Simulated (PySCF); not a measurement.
**Electron correlation in Al (aluminium, neutral)**

[Ne] 3s2 3p1, 2P determinant. Computed with PySCF 2.14 in aug-cc-pVDZ-DK, with the spin-free X2C one-electron Hamiltonian (Gaussian nucleus). Frozen: [Ne]; 3 electrons correlated.

MP2 pair energies summed by pair of shells (mhartree):

```csv
pair,energy,share (%)
3s-3s,-18.35,59.2
3s-3p,-12.63,40.8
```

Total MP2 correlation energy: -30.98 mhartree.

Same-spin part -2.23 and opposite-spin part -28.75 mhartree; SCS-MP2 scales them by 1/3 and 6/5 to -35.24 mhartree.

```tsv
level	correlation energy (mhartree)
CCSD	-47.67
(T)	-0.78
CCSD(T)	-48.45
```

Diagnostics: T1 = 0.017, D1 = 0.0399, largest double amplitude 0.060.

Cost of the coupled-cluster step: 0.13 s of wall time on 1 thread of Neoverse-V2 (shared host), for 3 correlated electrons.

Iterations:

```
CC2 = 0
CCSD nocc = (np.int64(2), np.int64(1)), nmo = (22, 22)
frozen orbitals [[0, 1, 2, 3, 4], [0, 1, 2, 3, 4]]
max_cycle = 100
direct = 0
conv_tol = 1e-08
conv_tol_normt = 1e-06
diis_space = 8
diis_start_cycle = 0
Init t2, MP2 energy = -0.030977969583018
Init E_corr(UCCSD) = -0.030977969585378
cycle = 1  E_corr(UCCSD) = -0.041182186491784  dE = -0.0102042169  norm(t1,t2) = 0.0636859
cycle = 2  E_corr(UCCSD) = -0.0448523277544381  dE = -0.00367014126  norm(t1,t2) = 0.0286162
cycle = 3  E_corr(UCCSD) = -0.0476524613652621  dE = -0.00280013361  norm(t1,t2) = 0.0142366
cycle = 4  E_corr(UCCSD) = -0.0476370106991377  dE = 1.54506661e-05  norm(t1,t2) = 0.00246471
cycle = 5  E_corr(UCCSD) = -0.0476802088046298  dE = -4.31981055e-05  norm(t1,t2) = 0.000406178
cycle = 6  E_corr(UCCSD) = -0.0476629660627285  dE = 1.72427419e-05  norm(t1,t2) = 9.45414e-05
cycle = 7  E_corr(UCCSD) = -0.0476711636863441  dE = -8.19762362e-06  norm(t1,t2) = 3.64977e-05
cycle = 8  E_corr(UCCSD) = -0.047669207757786  dE = 1.95592856e-06  norm(t1,t2) = 9.90362e-06
cycle = 9  E_corr(UCCSD) = -0.0476692447305594  dE = -3.69727735e-08  norm(t1,t2) = 1.34273e-06
cycle = 10  E_corr(UCCSD) = -0.0476692903785411  dE = -4.56479817e-08  norm(t1,t2) = 4.17545e-07
cycle = 11  E_corr(UCCSD) = -0.0476692926938551  dE = -2.31531406e-09  norm(t1,t2) = 8.29009e-08
UCCSD converged
E(UCCSD) = -242.3567508618448  E_corr = -0.04766929269385514
UCCSD(T) correction = -0.000782064917756971
```
